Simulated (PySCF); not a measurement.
Job file and geometry (Å, from PBE0-D3(BJ)/def2-SVP) of an NMR shielding run on `C(NCCCC)(C)=O`, C₆H₁₃NO, PySCF, GIAO HF/pcSseg-1 NMR shielding, non-relativistic, gas phase; density fitting, a coarse starting grid and PySCF grid level 2 are the driver's defaults:

```
{"job": {"kind": "nmr", "xc": "HF", "basis": "pcSseg-1", "pop": false}, "charge": 0, "multiplicity": 1}
C     -2.862390    -0.845805     0.086241
C     -1.474040    -0.317251     0.406863
C     -1.171995     1.020656    -0.252710
C      0.226262     1.550809     0.043094
N      1.281179     0.693719    -0.440222
C      2.090089    -0.020108     0.395027
C      3.080648    -0.923718    -0.307609
O      2.015681     0.053968     1.605395
H     -2.994905    -0.993191    -0.998180
H     -3.645775    -0.145801     0.419488
H     -3.050866    -1.812236     0.577930
H     -0.714433    -1.052530     0.090292
H     -1.348568    -0.217123     1.498493
H     -1.311151     0.933821    -1.347100
H     -1.904504     1.776729     0.080996
H      0.381859     1.628922     1.129459
H      0.345054     2.562810    -0.381002
H      1.373310     0.556188    -1.438123
H      3.792539    -1.305677     0.432856
H      3.624745    -0.389799    -1.101506
H      2.556993    -1.775914    -0.768867
```

**Question.** What does the program print?

**Answer.** 
```
final grid: 159288 points
cycle   1  E = -363.8724431697  dE =  1.655e+00  |g| = 8.380e-01  |ddm| = 3.745e+00
cycle   2  E = -363.9787117739  dE = -1.063e-01  |g| = 6.364e-01  |ddm| = 1.116e+00
cycle   3  E = -364.0514364000  dE = -7.272e-02  |g| = 9.155e-02  |ddm| = 5.175e-01
cycle   4  E = -364.0543351665  dE = -2.899e-03  |g| = 2.246e-02  |ddm| = 1.104e-01
cycle   5  E = -364.0545320127  dE = -1.968e-04  |g| = 7.688e-03  |ddm| = 3.191e-02
cycle   6  E = -364.0545753935  dE = -4.338e-05  |g| = 3.952e-03  |ddm| = 1.774e-02
cycle   7  E = -364.0545855750  dE = -1.018e-05  |g| = 1.379e-03  |ddm| = 9.685e-03
cycle   8  E = -364.0545867655  dE = -1.191e-06  |g| = 4.221e-04  |ddm| = 3.233e-03
cycle   9  E = -364.0545868697  dE = -1.042e-07  |g| = 1.069e-04  |ddm| = 8.958e-04
cycle  10  E = -364.0545868757  dE = -5.984e-09  |g| = 3.260e-05  |ddm| = 1.765e-04
cycle  11  E = -364.0545868763  dE = -5.743e-10  |g| = 1.034e-05  |ddm| = 5.329e-05
converged SCF energy = -364.0545868763

GIAO shielding tensors (ppm)
atom      isotropic    diamagn.    paramagn.     s11        s22        s33       span
  0 C      174.804     242.666     -67.862    164.735    169.050    190.626     25.890
  1 C      171.212     247.477     -76.265    159.645    175.359    178.632     18.987
  2 C      157.293     248.199     -90.907    144.339    154.334    173.206     28.867
  3 C      156.032     242.127     -86.095    131.645    164.758    171.692     40.047
  4 N      152.433     333.324    -180.892     56.964    166.205    234.130    177.166
  5 C       13.873     244.520    -230.647    -85.453     15.971    111.101    196.553
  6 C      167.432     246.634     -79.202    142.913    162.885    196.497     53.584
  7 O      -78.034     403.286    -481.320   -389.330   -204.096    359.323    748.653
  8 H       30.920      29.211       1.709     26.380     29.042     37.339     10.959
  9 H       30.745      28.286       2.459     26.229     28.595     37.410     11.181
 10 H       30.422      28.219       2.203     25.496     27.663     38.107     12.611
 11 H       30.607      34.903      -4.297     24.494     31.617     35.708     11.214
 12 H       30.597      33.150      -2.553     25.021     30.721     36.049     11.028
 13 H       30.852      33.532      -2.681     26.522     30.534     35.499      8.977
 14 H       30.673      32.516      -1.843     25.996     29.479     36.544     10.548
 15 H       27.658      31.703      -4.045     23.439     27.852     31.681      8.242
 16 H       29.235      30.617      -1.382     22.644     28.352     36.710     14.066
 17 H       28.038      37.297      -9.259     21.869     30.054     32.191     10.323
 18 H       29.675      26.746       2.929     25.196     27.947     35.882     10.686
 19 H       30.014      27.651       2.363     25.871     29.159     35.011      9.139
 20 H       29.723      29.692       0.031     26.009     28.876     34.285      8.276
```

**Question.** Turn these shieldings into chemical shifts. δ = σ(ref) − σ, references computed at the same level: TMS for ¹³C (σref 190.85) and ¹H (σref 31.69); NH3 for ¹⁵N (σref 265.72); ¹⁷O (σref 333.31) against H2O.

**Answer.** Averaging equivalent atoms: C 5: 177.0; C 3: 34.8; C 2: 33.6; C 6: 23.4; C 1: 19.6; C 0: 16.0; N 4: 113.3; O 7: 411.3; H 17: 3.65; H 15/16: 3.24; H 18/19/20: 1.88; H 11/12: 1.08; H 8/9/10: 0.99; H 13/14: 0.92 ppm. Unscaled 17O shifts of doubly bonded oxygen tend to come out too high, by tens of ppm or more. Experimental scales use liquid or dissolved standards, which lie at an offset from isolated NH3 (liquid NH3: subtract about 20 ppm) and H2O (liquid H2O: subtract about 36 ppm).

Size and cost of the density-fitted run: 201 basis functions, 14 s wall time on 1 thread of an Arm Neoverse V2, shared host.
